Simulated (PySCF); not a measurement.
## $^{17}$O chemical shifts

Level of theory: geometry from GFN2-xTB, NMR shieldings at PBE0/pcSseg-1/GIAO, in PySCF 2.14 (equivalent nuclei averaged, no solvent model, one computed conformer, relativity neglected).

Shieldings were converted by a linear fit to measured shifts: $^{17}$O (scatter 10.7 ppm rms, 12.2 ppm with the 3 outliers that the fit left out vs liquid water, solution or neat liquid). Occasional misses reach two or three times the rms, and more in compound classes unlike the fitted ones.

Q: Give the $^{17}$O shifts of `COC(=O)[C@H](C)O[SiH3]`, `O=CO[Si@@H]1COCCC1=O`, `C#C/C=C/C(=O)C(=C)OC`, `C=C[P@@](=O)(CC#N)CCC`, `C=C[Si@@H](O)S`.

A: 
```tsv
compound	environment	δ (ppm)
[CH3:1][O:2][C:3](=[O:4])[C@H:5]([CH3:6])[O:7][SiH3:8]	O4: ester carbonyl oxygen	337.0
[CH3:1][O:2][C:3](=[O:4])[C@H:5]([CH3:6])[O:7][SiH3:8]	O2: ester alkoxy oxygen	124.9
[CH3:1][O:2][C:3](=[O:4])[C@H:5]([CH3:6])[O:7][SiH3:8]	O7: oxygen bonded to C, Si	-18.6
[O:1]=[CH:2][O:3][Si@@H:4]1[CH2:5][O:6][CH2:7][CH2:8][C:9]1=[O:10]	O10: carbonyl oxygen	723.0
[O:1]=[CH:2][O:3][Si@@H:4]1[CH2:5][O:6][CH2:7][CH2:8][C:9]1=[O:10]	O1: carbonyl oxygen	385.5
[O:1]=[CH:2][O:3][Si@@H:4]1[CH2:5][O:6][CH2:7][CH2:8][C:9]1=[O:10]	O3: oxygen bonded to C, Si	145.6
[O:1]=[CH:2][O:3][Si@@H:4]1[CH2:5][O:6][CH2:7][CH2:8][C:9]1=[O:10]	O6: ether oxygen	-7.6
[CH:1]#[C:2]/[CH:3]=[CH:4]/[C:5](=[O:6])[C:7](=[CH2:8])[O:9][CH3:10]	O6: ketone oxygen	488.6
[CH:1]#[C:2]/[CH:3]=[CH:4]/[C:5](=[O:6])[C:7](=[CH2:8])[O:9][CH3:10]	O9: ether oxygen	60.9
C=C[P@@](=O)(CC#N)CCC	P=O oxygen	37.6
C=C[Si@@H](O)S	oxygen bonded to Si, H	-12.3
```

Q: Match the shifts 303.8, 55.0, -28.5 ppm to `C[C@H]1C=C[P@](=O)(C[SiH3])C=C1`, `Cc1oc([Si](C)(C)C)cp1`, `CC(=S)[SiH2]O`.

A: 303.8: Cc1oc([Si](C)(C)C)cp1 (aromatic ring oxygen); 55.0: C[C@H]1C=C[P@](=O)(C[SiH3])C=C1 (P=O oxygen); -28.5: CC(=S)[SiH2]O (oxygen bonded to Si, H).
